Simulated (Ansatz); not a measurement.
Ansatz (a program for electronic structure) input (CCSD(T)/def2-TZVPPD):
A basis named .json is the Basis Set Exchange file of that set.

Ansatz 0.2 input:
```yaml
crystal:
  periodic: [false, false, false]
  atoms:
    - {symbol: Cu, position_ang: [-0.00000000, -0.00000000, -1.68966090]}
    - {symbol: I, position_ang: [0.00000000, 0.00000000, 0.92453144]}
basis:
  gaussian:
    orbitals: def2-TZVPPD.json
total_charge: -1
magnetization: {spin_polarized: true, initial_magnetization: 1}
correlation: {method: ccsd_t, electrons: outside_noble_gas}
```

End of the output:

```
determinant -52669.95259010 eV, -1935.5850567100 hartree, with singles and doubles -52684.35354006 eV, -1936.1142818596 hartree
determinant -52669.91460977 eV, -1935.5836609585 hartree, with singles and doubles -52684.32113784 eV, -1936.1130911003 hartree
determinant -52669.87500496 eV, -1935.5822055089 hartree, with singles and doubles -52684.39797624 eV, -1936.1159148592 hartree
determinant -52669.78607105 eV, -1935.5789372477 hartree, with singles and doubles -52684.22038124 eV, -1936.1093883633 hartree
determinant -52669.66515044 eV, -1935.5744934975 hartree, with singles and doubles -52683.75714989 eV, -1936.0923649253 hartree
determinant -52669.36165823 eV, -1935.5633403642 hartree, with singles and doubles -52686.33178559 eV, -1936.1869810420 hartree
determinant -52672.84769317 eV, -1935.6914497853 hartree, with singles and doubles -52688.91265592 eV, -1936.2818262772 hartree
determinant -52671.94288333 eV, -1935.6581986374 hartree, with singles and doubles -52688.84338033 eV, -1936.2792804464 hartree
18 core orbitals not correlated
reference -52672.84769317 eV, -1935.6914497853 hartree; 10, 9 occupied and 98, 99 virtual orbitals, 999 factors
second order -17.40534190 eV of doubles, -0.00000000 eV of singles
coupled cluster: 0.82 GiB planned
cycle   1  -16.06495434 eV  change    8.4e-6 eV  update   5.7e-6
perturbative correction -0.71932373 eV, -0.0264346594 hartree
Total energy: -52689.63197124 eV, -1936.3082606277 hartree
```

The spin state was set by rule; other spins were not relaxed.
